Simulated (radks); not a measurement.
Ru IV, 41 electrons, occupied as [Kr] 4d5.

Method: non-relativistic Kohn-Sham, r2SCAN, spin-polarised, spherical densities, point nucleus; open shells are filled with parallel spins first (spin-orbit coupling, left out, can overturn this in heavy ions); meta-GGA in the generalised Kohn-Sham scheme; relativity is left out, which matters for an element this heavy; computed with a radial shooting solver on a logarithmic mesh with Libxc functionals.

Energy parts (hartree):
part                        energy
total                  -4441.78498
kinetic                 4439.89225
electron-nucleus      -10522.63347
Hartree                 1771.37477
exchange-correlation    -130.41854

Orbitals (lengths in bohr, moments of r in powers of bohr; r(max) is where P^2 peaks):
orbital	occ.	eigenvalue (hartree)	r(max)	<1/r>	<r^4>
1s down	1	-786.8299	0.02291	43.48	6.537e-06
1s up	1	-786.8288	0.02291	43.48	6.538e-06
2s up	1	-112.6637	0.1276	9.852	0.001222
2s down	1	-112.6171	0.1276	9.854	0.001221
2p up	3	-104.2215	0.1004	9.833	0.0008161
2p down	3	-104.1886	0.1004	9.835	0.0008154
3s up	1	-21.02097	0.3722	3.463	0.05895
3s down	1	-21.01026	0.3724	3.461	0.05881
3p up	3	-17.69151	0.3595	3.367	0.06028
3p down	3	-17.67473	0.3597	3.365	0.06008
3d up	5	-11.60276	0.3018	3.194	0.05903
3d down	5	-11.56755	0.3023	3.192	0.05864
4s up	1	-4.05503	0.9416	1.297	2.257
4s down	1	-3.86705	0.9345	1.310	2.218
4p up	3	-3.05115	0.9927	1.190	3.198
4p down	3	-2.85317	0.9852	1.202	3.147
4d up	5	-1.46390	1.160	0.9307	9.314
4d down	0	-1.24801	1.150	0.9367	10.02

The highest occupied level is 4d up at -39.835 eV. The spin density at the nucleus is -2.572 e/bohr^3 (1s 0.016, 2s -1.233, 3s 0.871, 4s -2.226). The electron density at the nucleus is 5.954e+04 e/bohr^3. Spin moment in Bohr magnetons: 5. Virial ratio -V/T = 2.00043. Summed over all electrons, <r^2> = 26.15 bohr^2, which gives a Langevin (diamagnetic) susceptibility term of -20.7 x 10^-6 cm^3/mol.
